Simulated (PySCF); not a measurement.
Cl2Sr: script and output

File input.py (PySCF 2.14):

```python
from pyscf import gto, scf

mol = gto.M(
    atom='Sr 0 -0.3377 0; Cl 0 0.4653 2.5577; Cl 0 0.4653 -2.5577',
    basis='sbkjc',
    ecp={'Sr': 'sbkjc', 'Cl': 'sbkjc'},
    charge=0,
    spin=0,
    symmetry=True,
    verbose=4,
)
mf = scf.RHF(mol)
mf.kernel()
mf.nuc_grad_method().kernel()
mf.dip_moment()
print('orbital energies (hartree):', mf.mo_energy[..., max(0, mol.nelec[1]-3):mol.nelec[0]+3].round(4))
```

```bash
$ OMP_NUM_THREADS=1 python input.py
```

The log:

```
PySCF version 2.14.0

[INPUT] verbose = 4
[INPUT] num. atoms = 3
[INPUT] num. electrons = 16
[INPUT] charge = 0
[INPUT] spin (= nelec alpha-beta = 2S) = 0
[INPUT] symmetry True subgroup None
[INPUT] Mole.unit = angstrom
[INPUT] Symbol           X                Y                Z      unit          X                Y                Z       unit  Magmom
[INPUT]  1 Sr     0.000000000000  -0.337700000000   0.000000000000 AA    0.000000000000  -0.638160512266   0.000000000000 Bohr   0.0
[INPUT]  2 Cl     0.000000000000   0.465300000000   2.557700000000 AA    0.000000000000   0.879289565760   4.833352508800 Bohr   0.0
[INPUT]  3 Cl     0.000000000000   0.465300000000  -2.557700000000 AA    0.000000000000   0.879289565760  -4.833352508800 Bohr   0.0

nuclear repulsion = 10.5960320266547
point group symmetry = C2v
symmetry origin: [0.00000000e+00 7.84131357e-02 3.70074342e-17]
symmetry axis x: [-1. -0. -0.]
symmetry axis y: [0. 0. 1.]
symmetry axis z: [0. 1. 0.]
num. orbitals of irrep A1 = 10
num. orbitals of irrep A2 = 2
num. orbitals of irrep B1 = 4
num. orbitals of irrep B2 = 8
number of shells = 12
number of NR pGTOs = 48
number of NR cGTOs = 24
basis = sbkjc
ecp = {'Sr': 'sbkjc', 'Cl': 'sbkjc'}

******** <class 'pyscf.scf.hf_symm.SymAdaptedRHF'> ********
method = SymAdaptedRHF
initial guess = minao
damping factor = 0
level_shift factor = 0
DIIS = <class 'pyscf.scf.diis.CDIIS'>
diis_start_cycle = 1
diis_space = 8
diis_damp = 0
SCF conv_tol = 1e-09
SCF conv_tol_grad = None
SCF max_cycles = 50
direct_scf = True
direct_scf_tol = 1e-13
Freeze 0 electrons in irreps []
    16 free electrons in irreps A1 A2 B1 B2
Set gradient conv threshold to 3.16228e-05
Initial guess from minao.
init E= -28.5097188290038
HOMO (B2) = -0.234722672380768  LUMO (A1) = -0.0821541252242436  gap/eV = 4.15160
cycle= 1 E= -30.0655384461171  delta_E= -1.56  |g|= 0.145  |ddm|=  3.6
HOMO (B2) = -0.401282239633396  LUMO (A1) = -0.0361145738519352  gap/eV = 9.93672
cycle= 2 E= -30.0833273126713  delta_E= -0.0178  |g|= 0.0387  |ddm|= 0.288
HOMO (B2) = -0.399592172343528  LUMO (A1) = -0.0366063039858563  gap/eV = 9.87735
cycle= 3 E= -30.0854438214045  delta_E= -0.00212  |g|= 0.00904  |ddm|= 0.121
HOMO (B2) = -0.401003286089743  LUMO (A1) = -0.0382073844858064  gap/eV = 9.87218
cycle= 4 E= -30.085575359573  delta_E= -0.000132  |g|= 0.00245  |ddm|= 0.033
HOMO (B2) = -0.399913594906414  LUMO (A1) = -0.0382791966023132  gap/eV = 9.84057
cycle= 5 E= -30.0855804807692  delta_E= -5.12e-06  |g|= 0.000459  |ddm|= 0.00647
HOMO (B2) = -0.399972182192474  LUMO (A1) = -0.038280109890418  gap/eV = 9.84214
cycle= 6 E= -30.0855806841733  delta_E= -2.03e-07  |g|= 4.98e-05  |ddm|= 0.00139
HOMO (B2) = -0.399975602133448  LUMO (A1) = -0.0382766868587801  gap/eV = 9.84233
cycle= 7 E= -30.0855806871468  delta_E= -2.97e-09  |g|= 8.34e-06  |ddm|= 0.000156
HOMO (B2) = -0.399975368690527  LUMO (A1) = -0.0382755020219304  gap/eV = 9.84235
cycle= 8 E= -30.0855806872622  delta_E= -1.15e-10  |g|= 1.64e-06  |ddm|= 3.14e-05
HOMO (B2) = -0.399975229714414  LUMO (A1) = -0.038275447582236  gap/eV = 9.84235
Extra cycle  E= -30.0855806872656  delta_E= -3.44e-12  |g|= 7.11e-07  |ddm|= 3.97e-06
converged SCF energy = -30.0855806872656

******** <class 'pyscf.grad.rhf.Gradients'> for <class 'pyscf.scf.hf_symm.SymAdaptedRHF'> ********
unit = Eh/Bohr

WARN: Unable to to identify input symmetry using original axes.
Different symmetry axes will be used.

--------------- SymAdaptedRHF gradients ---------------
         x                y                z
0 Sr     0.0000000000     0.0021616387     0.0000000000
1 Cl     0.0000000000    -0.0010808194    -0.0126443568
2 Cl    -0.0000000000    -0.0010808194     0.0126443568
----------------------------------------------
Dipole moment(X, Y, Z, Debye):  0.00000, -7.10190,  0.00000
orbital energies (hartree): [-0.4011 -0.4006 -0.4    -0.0383  0.0134  0.033 ]
```

In short: E(SCF) = -30.085581 Eh, 8 cycles, μ(SCF) = 7.10 D.

It ran on Arm Neoverse N1 (1 thread, shared host) in 1.7 s.
